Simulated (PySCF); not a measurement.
Species: C7H8N2S.
Atom-mapped SMILES: `[CH:1]#[C:2][CH2:3][n:4]1[n:5][cH:6][cH:7][c:8]1[S:9][CH3:10]` (hydrogens: H11 on C1; H12, H13 on C3; H14 on C6; H15 on C7; H16, H17, H18 on C10)

The same species was optimised twice, with GFN2-xTB and with PBE0-D3(BJ)/def2-SVP (PySCF), and the same property calculations (PySCF, gas phase) were run on both structures.

```tsv
coordinate	GFN2-xTB	PBE0-D3(BJ)/def2-SVP	change
C1≡C2 (Å)	1.196	1.209	+0.013
C6–C7 (Å)	1.400	1.412	+0.012
S9–C10 (Å)	1.814	1.804	-0.010
N4–C8 (Å)	1.352	1.362	+0.010
C2–C3 (Å)	1.453	1.461	+0.008
C7–C8 (Å)	1.382	1.388	+0.006
N4–N5 (Å)	1.331	1.336	+0.005
N5–C6 (Å)	1.318	1.323	+0.005
C3–N4 (Å)	1.441	1.445	+0.004
C8–S9 (Å)	1.749	1.748	-0.001
C2–C3–N4 (°)	110.9	113.7	+2.8
C1–C2–C3 (°)	176.7	178.8	+2.1
N5–N4–C8 (°)	111.7	112.8	+1.1
N4–N5–C6 (°)	106.0	105.1	-0.9
C3–N4–N5 (°)	121.0	120.2	-0.8
N4–C8–C7 (°)	106.8	106.2	-0.6
N5–C6–C7 (°)	111.4	112.0	+0.6
C7–C8–S9 (°)	132.5	133.1	+0.6
C2–C3–N4–N5 (°)	103	106	+3
C7–C8–S9–C10 (°)	-4	23	+27
```

Rotational constants: A = 1438, B = 1114, C = 708.9 MHz (GFN2-xTB) against A = 1444, B = 1085, C = 680.2 MHz (PBE0-D3(BJ)/def2-SVP). Point groups within 0.08 Å: C1 and C1.

On the GFN2-xTB structure: HOMO (eV) -6.16 [PBE0/pcSseg-1]; LUMO (eV) 0.19 [PBE0/pcSseg-1]; dipole (D) 2.62 [PBE0/pcSseg-1]; GIAO shielding of C1 (ppm) 105.7 [PBE0/pcSseg-1]; GIAO shielding of C2 (ppm) 104.4 [PBE0/pcSseg-1]; GIAO shielding of C3 (ppm) 145.3 [PBE0/pcSseg-1]; GIAO shielding of N4 (ppm) 43.2 [PBE0/pcSseg-1]; GIAO shielding of N5 (ppm) -79.1 [PBE0/pcSseg-1]; GIAO shielding of C6 (ppm) 44.7 [PBE0/pcSseg-1]; GIAO shielding of C7 (ppm) 80.1 [PBE0/pcSseg-1]; GIAO shielding of C8 (ppm) 43.7 [PBE0/pcSseg-1].

Question: What do these properties become on the PBE0-D3(BJ)/def2-SVP structure?

Answer: 
| property | level | on GFN2-xTB | on PBE0-D3(BJ)/def2-SVP | change |
| --- | --- | --- | --- | --- |
| HOMO (eV) | PBE0/pcSseg-1 | -6.16 | -6.26 | -0.10 |
| LUMO (eV) | PBE0/pcSseg-1 | 0.19 | 0.25 | +0.06 |
| dipole (D) | PBE0/pcSseg-1 | 2.62 | 2.64 | +0.02 |
| energy, GFN2-xTB geometry as zero (kcal/mol) | PBE0/pcSseg-1 | 0.0 | -1.4 | -1.4 |
| GIAO shielding of C1 (ppm) | PBE0/pcSseg-1 | 105.7 | 103.8 | -1.9 |
| GIAO shielding of C2 (ppm) | PBE0/pcSseg-1 | 104.4 | 103.7 | -0.7 |
| GIAO shielding of C3 (ppm) | PBE0/pcSseg-1 | 145.3 | 143.8 | -1.5 |
| GIAO shielding of N4 (ppm) | PBE0/pcSseg-1 | 43.2 | 37.1 | -6.1 |
| GIAO shielding of N5 (ppm) | PBE0/pcSseg-1 | -79.1 | -80.3 | -1.2 |
| GIAO shielding of C6 (ppm) | PBE0/pcSseg-1 | 44.7 | 42.3 | -2.4 |
| GIAO shielding of C7 (ppm) | PBE0/pcSseg-1 | 80.1 | 76.1 | -4.0 |
| GIAO shielding of C8 (ppm) | PBE0/pcSseg-1 | 43.7 | 41.3 | -2.4 |

The heavy atoms differ by 0.195 Å rms after alignment. Among bonds between heavy atoms C1≡C2 and C6–C7 change most and about equally (+0.012 to +0.013 Å). Changes are differences of the printed values. Neither structure is proved a minimum here.

Shape of the structure used: `[CH:1]#[C:2][CH2:3][n:4]1[n:5][cH:6][cH:7][c:8]1[S:9][CH3:10]`: C2–C3–N4–N5 106°, C7–C8–S9–C10 23°.
